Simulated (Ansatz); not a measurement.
C2H3In (`C#[C][InH2]`). The species carries charge 0 and has multiplicity 1. In: def2 effective core potential. Geometry: relaxed with PBE0-D4/def2-TZVP.

```xyz
6

C    -0.574    1.850    0.003
C    -0.215    0.694    0.002
In    0.406   -1.309   -0.002
H    -0.891    2.869    0.004
H     1.405   -1.811   -1.300
H    -0.132   -2.293    1.293
```

Q: What is the dipole moment at r2SCAN/def2-TZVPP? (An estimate is asked.)

A: Computed: 0.25 D, with components (0.07, -0.24, 0.00) D in this frame, pointing from negative to positive charge.

Q: And with PBE, B3LYP, ωB97M-V? (An estimate is asked.)

A: Ansatz gave: PBE 0.24 D, B3LYP 0.29 D, ωB97M-V 0.34 D.

Q: Give the Mulliken charges with r2SCAN, ωB97M-V, B3LYP in def2-TZVPP. (Estimate.)

A: Ansatz gave: 
```json
{"atom": "C1", "r2SCAN": "-0.02", "ωB97M-V": "0.01", "B3LYP": "0.10"}
{"atom": "C2", "r2SCAN": "-0.51", "ωB97M-V": "-0.55", "B3LYP": "-0.60"}
{"atom": "In3", "r2SCAN": "0.58", "ωB97M-V": "0.49", "B3LYP": "0.53"}
{"atom": "H4", "r2SCAN": "0.21", "ωB97M-V": "0.22", "B3LYP": "0.23"}
{"atom": "H5", "r2SCAN": "-0.13", "ωB97M-V": "-0.09", "B3LYP": "-0.13"}
{"atom": "H6", "r2SCAN": "-0.13", "ωB97M-V": "-0.09", "B3LYP": "-0.13"}
```

B3LYP here is the variant with VWN-RPA as its local correlation; programs differ in this.
